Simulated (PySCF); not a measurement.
C8H11NSi.
Numbering: `[cH:1]1[cH:2][cH:3][c:4]([CH:5]2[CH2:6][SiH2:7][CH2:8]2)[n:9][cH:10]1` (hydrogens: H11 on C1; H12 on C2; H13 on C3; H14 on C5; H15, H16 on C6; H17, H18 on Si7; H19, H20 on C8; H21 on C10)

Computed with PBE0-D3(BJ)/def2-SVP geometry optimisation, gas phase in PySCF 2.14.0.

Q: What internal coordinates does the optimisation give?

A: 
```json
{"bond": "C1–C2", "length (Å)": "1.394"}
{"bond": "C2–C3", "length (Å)": "1.389"}
{"bond": "C3–C4", "length (Å)": "1.404"}
{"bond": "C4–C5", "length (Å)": "1.505"}
{"bond": "C5–C6, C5–C8", "length (Å)": "1.570"}
{"bond": "C6–Si7, Si7–C8", "length (Å)": "1.895"}
{"bond": "C4–N9", "length (Å)": "1.334"}
{"bond": "N9–C10", "length (Å)": "1.331"}
{"bond": "C1–C10", "length (Å)": "1.392"}
{"bond": "C1–H11", "length (Å)": "1.092"}
{"bond": "C2–H12", "length (Å)": "1.093"}
{"bond": "C3–H13", "length (Å)": "1.094"}
{"bond": "C5–H14", "length (Å)": "1.098"}
{"bond": "C6–H15, C8–H20", "length (Å)": "1.100"}
{"bond": "C6–H16, C8–H19", "length (Å)": "1.100"}
{"bond": "Si7–H17", "length (Å)": "1.496"}
{"bond": "Si7–H18", "length (Å)": "1.498"}
{"bond": "C10–H21", "length (Å)": "1.096"}
```

Bonds in one row agree within 0.01 Å and their mean is given. A selection of angles:
```json
{"angle": "C2–C1–C10", "degrees": "117.9"}
{"angle": "C1–C2–C3", "degrees": "118.8"}
{"angle": "C2–C3–C4", "degrees": "119.2"}
{"angle": "C3–C4–C5", "degrees": "121.2"}
{"angle": "C3–C4–N9", "degrees": "121.8"}
{"angle": "C5–C4–N9", "degrees": "117.1"}
{"angle": "C4–C5–C6", "degrees": "113.6"}
{"angle": "C6–C5–C8", "degrees": "101.8"}
{"angle": "C5–C6–Si7", "degrees": "88.9"}
{"angle": "C6–Si7–C8", "degrees": "80.0"}
{"angle": "C4–N9–C10", "degrees": "118.7"}
{"angle": "C1–C10–N9", "degrees": "123.7"}
```

Torsions: C3–C4–C5–C6 -58° (synclinal); C4–C5–C6–Si7 118° (anticlinal); C5–C6–Si7–C8 4° (synperiplanar); C6–Si7–C8–C5 -4° (synperiplanar); C4–C5–C8–Si7 -118° (anticlinal).

Si7 (SiH2 silicon) has angles from 80.0° to 117.8°. The 6-membered ring C1–C2–C3–C4–N9–C10 has internal angles of 117.9° to 123.7° (sum 720°, against 720° for a flat polygon); it is planar, 0.00 Å rms from its mean plane, widest ring torsion 0°. The 4-membered ring C5–C6–Si7–C8 has internal angles of 80.0° to 101.8°; it is almost planar, 0.03 Å rms from its mean plane, widest ring torsion 4°. The 7 C–C bonds span 1.389 Å (C2–C3, aromatic) to 1.570 Å (C5–C6, drawn single), a spread of 0.181 Å. Of the pairs four or more bonds apart, Si7···H13 is among the closest relative to their van der Waals radii: 3.16 Å, 96 % of the sum of Bondi's values.

Point group: Cs (every atom within 0.08 Å of its image). Whether it is a minimum is left open (no frequencies). One conformer, not necessarily the lowest.

Hardware: an Arm Neoverse V1 with one thread, on a shared host. Cost: 2.9 min, 1.1 GiB resident at most. That covers the optimisation of the geometry.
